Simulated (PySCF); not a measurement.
# Orbital picture of IrO

M06 at R = 1.710 Å; PySCF, scalar-relativistic core potentials, basis sets Ir def2-TZVPP with ECP60, O def2-TZVPP. State: ⁴Δ (quartet), unpaired electrons π ↑↑, δ ↑. Only the outer orbitals are listed, counted within each symmetry, core potentials removing the inner ones.

| spin | orbital | occ. | ε (eV) | on Ir (%) | main shells (%) |
| --- | --- | --- | --- | --- | --- |
| α | 5σ | 1 | -13.05 | 35 | 57 O p, 33 Ir d |
| α | 2π | 1 | -12.55 | 43 | 57 O p, 42 Ir d |
| α | 2π | 1 | -12.55 | 43 | 57 O p, 42 Ir d |
| α | 1δ | 1 | -9.66 | 100 | 100 Ir d |
| α | 1δ | 1 | -9.20 | 100 | 100 Ir d |
| α | 3π | 1 | -7.77 | 61 | 56 Ir d, 39 O p |
| α | 3π | 1 | -7.77 | 61 | 56 Ir d, 39 O p |
| α | 6σ | 1 | -7.74 | 90 | 60 Ir s, 30 Ir d, 10 O p |
| α | 7σ | 0 | -2.91 | 81 | 34 Ir s, 25 Ir d, 22 Ir p |
| α | 4π | 0 | -0.05 | 100 | 98 Ir p |
| α | 4π | 0 | -0.05 | 100 | 98 Ir p |
| β | 4σ | 1 | -25.94 | 10 | 88 O s |
| β | 5σ | 1 | -11.83 | 34 | 56 O p, 31 Ir d, 9 O s |
| β | 2π | 1 | -10.36 | 44 | 55 O p, 43 Ir d |
| β | 2π | 1 | -10.36 | 44 | 55 O p, 43 Ir d |
| β | 1δ | 1 | -7.89 | 100 | 100 Ir d |
| β | 6σ | 1 | -6.80 | 95 | 71 Ir s, 23 Ir d |
| β | 1δ | 0 | -4.54 | 100 | 100 Ir d |
| β | 3π | 0 | -3.45 | 64 | 53 Ir d, 36 O p, 11 Ir p |
| β | 3π | 0 | -3.45 | 64 | 53 Ir d, 36 O p, 11 Ir p |

Q: Which are the highest filled and the lowest empty level, where do they sit, and how wide is the gap?

A: Highest filled β 6σ at -6.80 eV (in %: 71 Ir s, 23 Ir d); lowest empty β 1δ at -4.54 eV (in %: 100 Ir d); the gap at M06 is 2.26 eV.

* bond order (Mayer): 2.09
* ⟨S²⟩: 3.777
* charge on Ir (Mulliken, basis-dependent): 0.34
* charge on Ir (Löwdin, basis-dependent): 0.19
* dipole moment (positive dipole means Ir(−)O(+)): -2.84 D

Spin–orbit coupling is left out. The state is the lowest single determinant that the PBE0 search found; with open d or f shells the true ground state can be another one.
